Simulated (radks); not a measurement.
Results of a calculation; reference values are marked as such.
Species: Rh4+. Configuration: [Ar] 3d10 4s1 4p6 4d6 (not the ground configuration). Code: a radial shooting solver on a logarithmic mesh with Libxc functionals. Model: Dirac Kohn-Sham, exchange-only PBE, spin-unpolarised, spherical densities, point nucleus; open shells fill j = l - 1/2 first.

Normalised radial functions P(r) = r R(r) (large component), r in bohr:

r	3d3/2	4s1/2	5p1/2
0.004593	0.0003	0.1503	0.0055
0.006078	0.0006	0.1817	0.0085
0.008042	0.0014	0.2138	0.0132
0.01064	0.0029	0.2420	0.0205
0.01419	0.0062	0.2591	0.0318
0.01878	0.0131	0.2525	0.0479
0.02484	0.0271	0.2089	0.0700
0.03314	0.0560	0.1114	0.0988
0.04384	0.1100	-0.0382	0.1295
0.05801	0.2073	-0.2219	0.1541
0.07737	0.3763	-0.3855	0.1567
0.1024	0.6272	-0.4235	0.1168
0.1355	0.9593	-0.2521	0.0226
0.1792	1.3203	0.1248	-0.1101
0.239	1.6035	0.5381	-0.2239
0.3163	1.6543	0.6468	-0.2225
0.4185	1.4161	0.2571	-0.0598
0.5582	0.9546	-0.4966	0.2076
0.7385	0.4928	-1.0859	0.3800
0.9771	0.1814	-1.1526	0.2881
1.303	0.0414	-0.7594	-0.0871
1.724	0.0057	-0.3260	-0.5126
2.282	0.0004	-0.0864	-0.7310
3.019	0.0000	-0.0127	-0.6225
4.026	0.0000	-0.0008	-0.3154
5.327	0.0000	0.0000	-0.0920
7.049	0.0000	0.0000	-0.0135

3d3/2: eigenvalue -359.92 eV, 0 radial nodes, <r> = 0.368 bohr, 90 % of the charge inside 0.585 bohr. 4s1/2: eigenvalue -135.64 eV, 3 radial nodes at r = 0.0411, 0.165, 0.465 bohr, <r> = 0.962 bohr, 90 % of the charge inside 1.39 bohr. 5p1/2 (empty): eigenvalue -32.946 eV, 3 radial nodes at r = 0.143, 0.448, 1.23 bohr, <r> = 2.58 bohr, 90 % of the charge inside 3.68 bohr.
